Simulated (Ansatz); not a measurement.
Ansatz (a program for electronic structure) input (HF/3-21G): The .json file is the Basis Set Exchange's 3-21G.

Ansatz 0.2 input:
```yaml
crystal:
  periodic: [false, false, false]
  atoms:
    - {symbol: I, position_ang: [-1.97810516, 0.10050317, 0.01547319]}
    - {symbol: C, position_ang: [-0.00453323, -1.32573656, 0.22668679]}
    - {symbol: I, position_ang: [1.97893861, 0.07998509, -0.02539104]}
    - {symbol: H, position_ang: [-0.01697332, -1.61145846, -0.83447424]}
basis:
  gaussian:
    orbitals: 3-21G.json
hamiltonian:
  xc: {name: HF}
total_charge: -1
phonons: {temperatures: {t_min: 298.15, t_max: 298.15, t_step: 100}}
```

Q: Which harmonic wavenumbers does it give?

A: 84, 334, 380, 975, 1153, 3081 cm⁻¹ (unscaled; negative means imaginary).
